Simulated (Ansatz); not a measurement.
This geometry of H$_{2}$LiSeSi (5 atoms, charge 0, multiplicity 2) is a first-order saddle point.

Theory: UKS PBE-D4/def2-SVP in Ansatz 0.2.0.

```xyz
5
Properties=species:S:1:pos:R:3
Li -0.835 -0.857 1.629
Se 1.289 -1.125 0.744
Si 0.241 0.328 -0.580
H -0.769 -0.120 -1.602
H 0.074 1.773 -0.192
```

Q: Which two structures does it join? (They come from a converged band through this point; their orientation in space is the band's.)

A: No bond is made or broken.

Initial state:

```xyz
5
Properties=species:S:1:pos:R:3
Li -1.017 -1.190 0.823
Se 1.281 -0.820 1.079
Si 0.438 0.280 -0.681
H -1.106 -0.066 -0.650
H 0.403 1.796 -0.570
```

Final state:

```xyz
5
Properties=species:S:1:pos:R:3
Li -0.895 -0.967 1.764
Se 1.257 -0.948 0.859
Si -0.106 0.300 -0.391
H -0.405 -0.176 -1.795
H 0.149 1.790 -0.437
```

Q: How far does it lie above each of them?

A: 29.3 kJ/mol above the first and 24.6 kJ/mol above the second. This is the barrier of this one path; another mechanism may lie lower.

Run time: 2.1 min on 1 thread of Arm Neoverse V1, with other jobs on the host, peak memory 0.25 GiB.
